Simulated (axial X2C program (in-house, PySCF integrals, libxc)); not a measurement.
## How long does TiTe⁺ take?

A bond scan computed with an in-house relativistic program for diatomic molecules. Basis: Te dyall-cv3z [11s12p8d4f1g], Ti dyall-cv3z [10s10p6d4f2g] (cores contracted in-house).

Input:
```json
{"zs": [52, 22], "q": 1, "bas": ["dyall-cv3z", "dyall-cv3z"], "levels": ["PBE0", "HF", "TPSSh"], "cc": true, "r0": 2.45, "thr": -1.0, "nmax": 90, "npts": 10, "nst": 2, "ntry": 6}
```
```bash
python so2c.py task.json out
```

Keys: zs atomic numbers; q charge; bas basis sets; levels methods; cc coupled cluster on or off; r0 starting distance in Å; thr threshold in hartree for freezing inner shells (an s shell follows its p shell); nmax most natural virtual spinors; npts points on the curve; nst determinants followed; ntry starts of the search. HF also brings MP2.

Hardware: 1 thread of Arm Neoverse N1, with other jobs on the host.

Wall time of one point of each curve, integrals apart:

```
Hamiltonian                               level  points  seconds a point
  spin-free                                PBE0      10              1.9
  spin-free                                  HF      10              1.1
  spin-free  CCSD(T) (9 electrons, 90 virtuals)       7              8.5
  spin-free                               TPSSh      10                3
         2c                                PBE0      10              2.7
         2c                                  HF      10              2.2
         2c  CCSD(T) (9 electrons, 90 virtuals)       7               10
         2c                               TPSSh      10              3.9
```

The rest:

Search with its distance optimisation 92 s, atoms 41 s, whole task 440 s. Coupled cluster runs on the points near the minimum only. The program drops outer points, and coupled cluster, when its time limit (not in the input) nears; MP2, further determinants and curves that did not converge are not in the table.
